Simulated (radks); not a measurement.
The numbers below are computed, except where a source is named.
Question: These are the eigenvalues of the occupied orbitals of an atom or ion with whole-number occupations (hartree). Code: a radial shooting solver on a logarithmic mesh with Libxc functionals. Model: Dirac Kohn-Sham, relativistic LDA (MacDonald-Vosko exchange, VWN5 correlation), spin-unpolarised, spherical densities, finite nucleus; Fermi nuclear charge, rms radius of each element as measured or else 0.836 A^(1/3) + 0.57 fm.

orbital  eigenvalue
1s1/2     -2842.571
2s1/2     -555.4040
2p1/2     -535.5879
2p3/2     -476.5245
3s1/2     -181.1514
3p1/2     -172.3799
3p3/2     -159.0343
3d3/2     -144.5738
3d5/2     -141.6443
4s1/2     -83.58820
4p1/2     -79.79658
4p3/2     -75.52918

Which element is it, and in what charge state? The configuration may be excited. Open shells, if any, fill j = l - 1/2 first.

Answer: Z = 77, iridium, charge +41: Ir41+ in [Kr]. The list shows which subshells hold electrons but not how many an open one holds; the 1s level, -2842.6 hartree, gives Z - s = 75.4 by -(Z - s)^2/2, which with screening and relativity narrows Z to a few neighbours, and the depths of the outer levels then fix element, charge and occupations together.
